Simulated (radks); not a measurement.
Task: Au XLVI, 34 electrons, occupied as [Ar] 3d10 4s2 4p4. All-electron calculation, non-relativistic Kohn-Sham, LB94 model potential, spin-polarised, spherical densities, point nucleus; open shells are filled with parallel spins first (spin-orbit coupling, left out, can overturn this in heavy ions); relativity is left out, which matters for an element this heavy. Program: a radial shooting solver on a logarithmic mesh with Libxc functionals. Some entries of the table are withheld. Estimate them.

orbital,occ.,eigenvalue (Ry),<r^2> (bohr^2),<1/r> (bohr^-1)
1s up,1,-5551.109,0.0004899,78.49
1s down,1,-5551.105,0.0004898,78.49
2s up,1,-1064.533,0.007591,18.50
2s down,1,-1064.456,0.007592,18.50
2p up,3,-1030.802,0.005595,18.55
2p down,3,-1030.663,0.005596,18.55
3s up,1,-368.6812,0.04543,7.292
3s down,1,-368.6632,0.04548,7.286
3p up,3,-353.0098,0.04165,7.251
3p down,3,-352.9660,0.04170,7.246
3d up,5,-324.2288,(1),(2)
3d down,5,-324.1796,(3),(4)
4s up,1,-180.0086,0.1725,3.671
4s down,1,-179.7051,0.1719,3.684
4p up,3,(5),0.1696,3.630
4p down,1,(6),0.1690,3.643

Result: 
(1) 3d up <r^2> (bohr^2): 0.03182
(2) 3d up <1/r> (bohr^-1): 7.174
(3) 3d down <r^2> (bohr^2): 0.03185
(4) 3d down <1/r> (bohr^-1): 7.172
(5) 4p up eigenvalue (Ry): -173.1228
(6) 4p down eigenvalue (Ry): -172.8490
